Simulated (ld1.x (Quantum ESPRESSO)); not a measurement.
**Before and after: PAW potential for W**

W (Z = 74), PAW, made with ld1.x (Quantum ESPRESSO) 7.5 (PBEsol, scalar-relativistic). Core [Kr] 4d10 4f14 5s2, reference 5p6 5d4 6s1 6p0 (charge +1). Waves: 6s (bound): rcut 2.25, rcutus 2.45 bohr; 6s channel at 1.25 Ry: rcut 2.25, rcutus 2.45 bohr; 5p (bound): rcut 1.70, rcutus 1.85 bohr; 6p (bound, empty): rcut 1.70, rcutus 1.85 bohr; 5d (bound): rcut 2.45, rcutus 2.75 bohr; 5d channel at 3.65 Ry: rcut 2.45, rcutus 2.75 bohr. Local part: all-electron potential smoothed inside 2.45 bohr (lloc = -1). Core correction: a·sin(br)/r model core, default radius (core density twice the valence density). Augmentation charge: BESSEL, radius 1.35 bohr.

Change: all radii but the core radius scaled by about 1.28 (s 3.12, p 2.36, d 3.52 bohr, rcut 2.88/2.18/3.12); local potential all-electron potential smoothed inside 3.12 bohr (lloc = -1); augmentation BESSEL, radius 1.72 bohr.

Cutoffs: the cutoffs (Ry, on a coarse ladder) from which the occupation-weighted sum of valence levels, in a spherical-Bessel basis at the reference potential, stays within 10 and 1 mRy of its value at 400 Ry; they do not see the model core or the augmentation charge, which bear on the density cutoff. Errors are all-electron minus pseudo energies relative to the spin-unpolarised reference configuration.

Task: What does the change do?

Result: The potential gets softer (25 Ry and 40 Ry → 15 Ry and 25 Ry); the number of tests with a reliable result goes from 7 to 0 (the test run of the changed file stopped, so its transferability is not established); neither file shows a bound ghost. A larger radius leaves more room for a smooth pseudo-wave, so fewer plane waves are needed.

| quantity | base | changed |
| --- | --- | --- |
| cutoff, loose | 25 Ry | 15 Ry |
| cutoff, tight | 40 Ry | 25 Ry |
| loose cutoff by channel (10 mRy a level) | s 6 Ry, p 21 Ry, d 12 Ry | s 6 Ry, p 12 Ry, d 8 Ry |
| bound ghosts | none | none |
| tests with a reliable result | 7 of 7 | 0 of 7 (the test run stopped) |
| lowest overlap eigenvalue by channel | s 0.57, p 0.13, d 0.76 | s 0.59, p 0.09, d 1.00 |
